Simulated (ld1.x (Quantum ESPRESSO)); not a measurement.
**Configuration tests for In (Z = 49) (PAW)**

| Property | Result |
| --- | --- |
| Element | indium (In) |
| Generator | ld1.x (Quantum ESPRESSO) 7.5 |
| Type | PAW |
| Functional | PBE |
| Relativity | fully relativistic |
| Frozen core | [Kr] |
| Valence charge | 13 |
| Reference configuration | 4d10 5s2 5p0 (charge +1) |
| Partial waves | 5s (bound): rcut 1.80, rcutus 2.15 bohr; 5s channel at 0.1 Ry: rcut 1.80, rcutus 2.15 bohr; 5p (bound, empty): rcut 2.25, rcutus 3.05 bohr; 5p channel at 0.25 Ry: rcut 2.25, rcutus 3.05 bohr; 4d (bound): rcut 1.35, rcutus 1.45 bohr; 4d channel at 0.95 Ry: rcut 1.35, rcutus 1.45 bohr |
| Local potential | all-electron potential smoothed inside 2.35 bohr (lloc = -1) |
| Core correction | Bessel-smoothed model core inside 1.15 bohr |
| Augmentation charge | BESSEL, radius 1.20 bohr |

Open shells are filled in proportion to 2j + 1 (rel_dist='average').

Energies are relative to the spin-unpolarised reference configuration 4d10 5s2 5p0; without spin polarisation the order of configurations can differ from experiment.

Task: Give the all-electron excitation energy and the error of the potential for: 4d10 5s2 5p1; 4d10 5s1 5p0; 4d10 5s0 5p0; 4d9 5s2 5p2; 4d10 5s1 5p2; 4d10 5s0 5p3; 4d9 5s0 5p0.

Result:

| valence configuration | charge | ΔE all-electron (eV) | error AE − PS (meV) |
| --- | --- | --- | --- |
| 4d10 5s2 5p1 | 0 | -5.374 | +2.3 |
| 4d10 5s1 5p0 | +2 | 19.235 | -1.2 |
| 4d10 5s0 5p0 | +3 | 47.555 | -8.3 |
| 4d9 5s2 5p2 | 0 | 12.914 | -23 |
| 4d10 5s1 5p2 | 0 | 0.455 | +6.1 |
| 4d10 5s0 5p3 | 0 | 6.547 | +13 |
| 4d9 5s0 5p0 | +4 | 103.938 | -221 |

The ghost test of this file was not conclusive.
